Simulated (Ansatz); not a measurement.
The cluster Zr2S5⁻. Total charge -1; doublet. Geometry PBE-D4/def2-SVPD; atoms count from 1.

| atom | x (Å) | y (Å) | z (Å) |
| --- | --- | --- | --- |
| Zr1 | 0.230 | 0.925 | 2.172 |
| Zr2 | 0.071 | -0.102 | -0.451 |
| S3 | -0.097 | 2.345 | 0.242 |
| S4 | -1.200 | -1.590 | -1.976 |
| S5 | 1.994 | -0.408 | 1.194 |
| S6 | -1.510 | -0.577 | 1.651 |
| S7 | 0.513 | -0.593 | -2.832 |

In the def2 sets Zr takes a core potential; there is no spin–orbit coupling. Another isomer (doublet) lies 0.61 eV lower at PBE0-D4/def2-TZVPD; other spin states weren't run for this one.

**Question.** Estimate the Mulliken populations from the PBE0/def2-TZVPD orbitals of Ansatz.

**Answer.** 
```json
{"atom": "Zr1", "charge (e)": "0.95", "spin (α − β)": "0.86", "d electrons": "2.40"}
{"atom": "Zr2", "charge (e)": "1.05", "spin (α − β)": "0.21", "d electrons": "1.94"}
{"atom": "S3", "charge (e)": "-0.71", "spin (α − β)": "-0.02", "d electrons": "–"}
{"atom": "S4", "charge (e)": "-0.45", "spin (α − β)": "0.00", "d electrons": "–"}
{"atom": "S5", "charge (e)": "-0.71", "spin (α − β)": "-0.02", "d electrons": "–"}
{"atom": "S6", "charge (e)": "-0.65", "spin (α − β)": "-0.03", "d electrons": "–"}
{"atom": "S7", "charge (e)": "-0.48", "spin (α − β)": "0.01", "d electrons": "–"}
```
Mulliken values depend strongly on the basis. With diffuse functions, as here, like atoms can get unlike values, and bond orders can come out too low or too high.

**Question.** Where does the spin sit?

**Answer.** Summed by element: Zr 1.07, S -0.07, of 1 unpaired in all. Largest on single atoms: Zr1 0.86, Zr2 0.21, S6 -0.03.

**Question.** And the Mayer bond orders between heavy atoms (over 0.3)?

**Answer.** Zr1–Zr2 0.50 (2.82 Å); Zr1–S3 1.05 (2.42 Å); Zr1–S5 1.05 (2.42 Å); Zr1–S6 1.26 (2.36 Å); Zr2–S3 0.86 (2.55 Å); Zr2–S4 0.83 (2.48 Å); Zr2–S5 0.86 (2.55 Å); Zr2–S6 0.70 (2.67 Å); Zr2–S7 0.85 (2.47 Å); S4–S7 0.92 (2.16 Å).
